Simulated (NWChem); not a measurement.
System: CH$_{7}$GeN; SMILES C[NH][GeH3]

NWChem input:

```
start job
memory heap 200 mb stack 900 mb global 1100 mb
geometry units angstroms noautoz
  Ge     0.032167     0.750845    -0.006398
  N     -0.588809    -0.973299    -0.089296
  C      0.319833    -2.090332     0.017797
  H     -1.188536     1.670227    -0.178707
  H      0.751976     1.102805     1.322132
  H      1.033938     0.929831    -1.161463
  H     -1.453577    -1.122172     0.421416
  H     -0.173699    -3.025566    -0.296734
  H      0.739742    -2.263802     1.030683
  H      1.175102    -1.945219    -0.662903
end
basis spherical
  * library def2-svp
end
dft
  xc xpbe96 cpbe96
  iterations 150
  vectors input atomic output neutral.movecs
end
task dft energy
charge 1
dft
  odft
  mult 2
  vectors input atomic output cation.movecs
end
task dft energy
```

Excerpt of the output:

```
             Northwest Computational Chemistry Package (NWChem) 7.3.0
             --------------------------------------------------------

 C1  symmetry detected

                             Geometry "geometry" -> ""
                             -------------------------

 Output coordinates in angstroms (scale by  1.889725989 to convert to a.u.)

  No.       Tag          Charge          X              Y              Z
 ---- ---------------- ---------- -------------- -------------- --------------
    1 Ge                  32.0000     0.03828872     0.75046618    -0.00248310
    2 N                    7.0000    -0.58596403    -0.97315230    -0.07033332
    3 C                    6.0000     0.32408657    -2.09095169     0.01448610
    4 H                    1.0000    -1.18548564     1.67088058    -0.14490189
    5 H                    1.0000     0.79058060     1.10170477     1.30812026
    6 H                    1.0000     1.01173834     0.92872329    -1.18162538
    7 H                    1.0000    -1.43814233    -1.12135157     0.46130823
    8 H                    1.0000    -0.17775096    -3.02574541    -0.28798045
    9 H                    1.0000     0.76843033    -2.26486418     1.01681665
   10 H                    1.0000     1.16261949    -1.94648894    -0.68686146

 Effective nuclear repulsion energy (a.u.)     200.3398662274

  pbe96 is a nonlocal functional; adding pw91lda local functional.

                                 NWChem DFT Module
                                 -----------------

 Summary of "ao basis" -> "ao basis" (spherical)
 ------------------------------------------------------------------------------
       Tag                 Description            Shells   Functions and Types
 ---------------- ------------------------------  ------  ---------------------
 Ge                         def2-svp                12       32   5s4p3d
 N                          def2-svp                 6       14   3s2p1d
 C                          def2-svp                 6       14   3s2p1d
 H                          def2-svp                 3        5   2s1p

            General Information
            -------------------
          SCF calculation type: DFT
          Wavefunction type:  closed shell.
          No. of atoms     :    10
          No. of electrons :    52
           Alpha electrons :    26
            Beta electrons :    26
          Charge           :     0
          Spin multiplicity:     1
          Use of symmetry is: off; symmetry adaption is: off
          Maximum number of iterations: 150
          AO basis - number of functions:    95
                     number of shells:    45
          Convergence on energy requested:  1.00D-06
          Convergence on density requested:  1.00D-05
          Convergence on gradient requested:  5.00D-04

              XC Information
              --------------
          PerdewBurkeErnzerhof Exchange Functional  1.000
            Perdew 1991 LDA Correlation Functional  1.000 local
           PerdewBurkeErnz. Correlation Functional  1.000 non-local

             Grid Information
             ----------------
          Grid used for XC integration:  medium
          Radial quadrature: Mura-Knowles
          Angular quadrature: Lebedev.
          Tag              B.-S. Rad. Rad. Pts. Rad. Cut. Ang. Pts.
          ---              ---------- --------- --------- ---------
          Ge                  1.25      112          10.0       590
          N                   0.65       49           8.0       434
          C                   0.70       49          11.0       434
          H                   0.35       45          12.0       434
          Grid pruning is: on
          Number of quadrature shells:   525
          Spatial weights used:  Erf1

      Superposition of Atomic Density Guess
      -------------------------------------

 Sum of atomic energies:       -2170.40743554

      Non-variational initial energy
      ------------------------------

 Total energy =   -2171.990908
 1-e energy   =   -3420.698590
 2-e energy   =    1048.367815
 HOMO         =      -0.286572
 LUMO         =       0.056884

   convergence    iter        energy       DeltaE   RMS-Dens  Diis-err
 ---------------- ----- ----------------- --------- --------- ---------
 d= 0,ls=0.0,diis     1  -2173.2258449999 -2.37D+03  1.24D-02  3.95D-01
 d= 0,ls=0.0,diis     2  -2173.2030451752  2.28D-02  8.59D-03  5.75D-01
 d= 0,ls=0.0,diis     3  -2173.2588601619 -5.58D-02  2.75D-03  1.12D-01
 d= 0,ls=0.0,diis     4  -2173.2710081587 -1.21D-02  4.93D-04  4.29D-03
 d= 0,ls=0.0,diis     5  -2173.2713471408 -3.39D-04  1.55D-04  3.07D-04
  Resetting Diis
 d= 0,ls=0.0,diis     6  -2173.2713840721 -3.69D-05  3.53D-05  2.02D-05
 d= 0,ls=0.0,diis     7  -2173.2713867206 -2.65D-06  1.00D-05  3.33D-07
 d= 0,ls=0.0,diis     8  -2173.2713867324 -1.19D-08  4.58D-06  2.93D-07

         Total DFT energy =    -2173.271386732426
      One electron energy =    -3422.815856133606
           Coulomb energy =     1142.704222055553
    Exchange-Corr. energy =      -93.499618881801
 Nuclear repulsion energy =      200.339866227428

 Numeric. integr. density =       52.000014646286

                       DFT Final Molecular Orbital Analysis
                       ------------------------------------

 Vector   24  Occ=2.000000D+00  E=-2.966227D-01
              MO Center=  3.2D-02,  1.0D+00, -4.5D-01, r^2= 2.5D+00
   Bfn.  Coefficient  Atom+Function         Bfn.  Coefficient  Atom+Function
  ----- ------------  ---------------      ----- ------------  ---------------
    71      0.340580   6 H  s                61     -0.302659   4 H  s
    12      0.272701   1 Ge px               72      0.186621   6 H  s
    62     -0.169413   4 H  s                 9     -0.163457   1 Ge px
    14     -0.159853   1 Ge pz               15      0.159293   1 Ge px
    11      0.095530   1 Ge pz               17     -0.094849   1 Ge pz

 Vector   25  Occ=2.000000D+00  E=-2.915192D-01
              MO Center= -1.7D-02,  1.9D-01,  4.7D-02, r^2= 4.1D+00
   Bfn.  Coefficient  Atom+Function         Bfn.  Coefficient  Atom+Function
  ----- ------------  ---------------      ----- ------------  ---------------
    61     -0.231756   4 H  s                66      0.232207   5 H  s
    14      0.224095   1 Ge pz               37     -0.201823   2 N  py
    13     -0.189944   1 Ge py               81      0.186929   8 H  s
    51     -0.171071   3 C  py               71     -0.170344   6 H  s
    62     -0.138255   4 H  s                67      0.137668   5 H  s

 Vector   26  Occ=2.000000D+00  E=-1.839495D-01
              MO Center= -3.2D-01, -9.5D-01,  1.7D-02, r^2= 2.2D+00
   Bfn.  Coefficient  Atom+Function         Bfn.  Coefficient  Atom+Function
  ----- ------------  ---------------      ----- ------------  ---------------
    38      0.492482   2 N  pz               41     -0.398965   2 N  pz
    67      0.219762   5 H  s                86      0.199770   9 H  s
    87      0.181395   9 H  s                36      0.173906   2 N  px
    39     -0.162256   2 N  px               66      0.152929   5 H  s
    17     -0.126250   1 Ge pz               72     -0.123456   6 H  s

 Vector   27  Occ=0.000000D+00  E= 4.184819D-03
              MO Center= -1.0D-01,  1.8D-01,  1.8D-01, r^2= 5.0D+00
   Bfn.  Coefficient  Atom+Function         Bfn.  Coefficient  Atom+Function
  ----- ------------  ---------------      ----- ------------  ---------------
    16      1.003614   1 Ge py               35      0.972943   2 N  s
    49      0.600842   3 C  s                77     -0.439640   7 H  s
    62     -0.397028   4 H  s                87     -0.307097   9 H  s
    92     -0.295613  10 H  s                72     -0.270129   6 H  s
    13      0.241533   1 Ge py               40      0.219138   2 N  py

 Vector   28  Occ=0.000000D+00  E= 3.996157D-02
              MO Center= -2.0D-01,  1.6D-01,  1.4D-01, r^2= 6.1D+00
   Bfn.  Coefficient  Atom+Function         Bfn.  Coefficient  Atom+Function
  ----- ------------  ---------------      ----- ------------  ---------------
    62      1.166316   4 H  s                49     -1.116617   3 C  s
    15      1.090800   1 Ge px               82      0.718312   8 H  s
    72     -0.522102   6 H  s                 4     -0.514909   1 Ge s
     5     -0.409654   1 Ge s                35      0.405329   2 N  s
    17     -0.391884   1 Ge pz               92      0.328643  10 H  s

 Vector   29  Occ=0.000000D+00  E= 4.393129D-02
              MO Center=  4.7D-01,  8.0D-01, -4.8D-02, r^2= 4.1D+00
   Bfn.  Coefficient  Atom+Function         Bfn.  Coefficient  Atom+Function
  ----- ------------  ---------------      ----- ------------  ---------------
    72      1.202791   6 H  s                 4     -1.057458   1 Ge s
    67      0.886055   5 H  s                 5     -0.854326   1 Ge s
    15     -0.748120   1 Ge px                3      0.404245   1 Ge s
    35      0.321892   2 N  s                77     -0.299490   7 H  s
    71      0.226644   6 H  s                62      0.211780   4 H  s

     Multipole analysis of the density
     ---------------------------------

     L   x y z        total         alpha         beta         nuclear
     -   - - -        -----         -----         ----         -------
     0   0 0 0     -0.000000    -26.000000    -26.000000     52.000000

     1   1 0 0     -0.100712     -0.050356     -0.050356      0.000000
     1   0 1 0     -0.235446     -0.117723     -0.117723     -0.000000
     1   0 0 1      0.242939      0.121470      0.121470      0.000000

[...]
```

Level: PBE/def2-SVP, vertical spin-unrestricted ions. The geometry was optimised at PBE0/def2-SVP.
